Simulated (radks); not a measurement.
C3+, configuration [He] 7f1 (not the ground configuration).

Calculated with a radial shooting solver on a logarithmic mesh with Libxc functionals: non-relativistic Kohn-Sham, BLYP, spin-polarised, spherical densities, point nucleus; open shells are filled with parallel spins first.

Energy parts (hartree):
| part | energy |
|---|---|
| total | -32.56660 |
| kinetic | 32.51905 |
| electron-nucleus | -68.72702 |
| Hartree | 7.23141 |
| exchange-correlation | -3.59005 |

Orbitals (lengths in bohr, moments of r in powers of bohr; r(90%) holds 90 % of the orbital's charge):
| orbital | occ. | eigenvalue (hartree) | <r^4> | <r> | r(90%) |
|---|---|---|---|---|---|
| 1s down | 1 | -13.07886 | 0.02463 | 0.2681 | 0.480 |
| 1s up | 1 | -13.07882 | 0.02459 | 0.2680 | 0.480 |
| 7f up | 1 | -0.15769 | 106700 | 15.99 | 21.6 |

The highest occupied level is 7f up at -4.291 eV. The spin density at the nucleus is 0.002484 e/bohr^3 (1s 0.002484), a Fermi contact field of 0.13 T. Spin moment in Bohr magnetons: 1. The electron density at the nucleus is 124 e/bohr^3. Summed over all electrons, <r^2> = 286.8 bohr^2, which gives a Langevin (diamagnetic) susceptibility term of -227 x 10^-6 cm^3/mol. The density falls to 0.001 e/bohr^3 at r = 1.07 bohr.
